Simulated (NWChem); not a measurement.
C$_{2}$HBN$_{2}$O$_{2}$; SMILES O=C=NBN=C=O

```xyz
8

B     -0.8208    -0.4154    -0.5197
H     -1.6582    -1.0735    -1.0545
N     -0.9152     0.9953    -0.5655
C     -0.7101     2.1723    -0.4298
O     -0.5664     3.3349    -0.3328
N      0.2670    -1.0349     0.1607
C      0.8157    -2.0600     0.4959
O      1.4195    -2.9953     0.8671
```
Atoms are numbered in this order, from 1.

Results from NWChem. Pople sets run with spherical d functions. Structure relaxed at the B3LYP/6-31G* (spherical d) level. Atomic charges in e: unrestrained fits to the electrostatic potential beside Mulliken populations; buried atoms are poorly determined by the fit.

Problem. Estimate the computed values for Hartree-Fock/6-31G*. Quantities: ESP B1; Mulliken B1; ESP N3; Mulliken N3; ESP C4; Mulliken C4; ESP O5; Mulliken O5; ESP N6; Mulliken N6; relative RMS misfit of the potential (%).

Solution. 
- ESP B1 = 0.81
- Mulliken B1 = 0.53
- ESP N3 = -0.69
- Mulliken N3 = -0.58
- ESP C4 = 0.85
- Mulliken C4 = 0.82
- ESP O5 = -0.48
- Mulliken O5 = -0.49
- ESP N6 = -0.64
- Mulliken N6 = -0.60
- relative RMS misfit of the potential (%) = 21
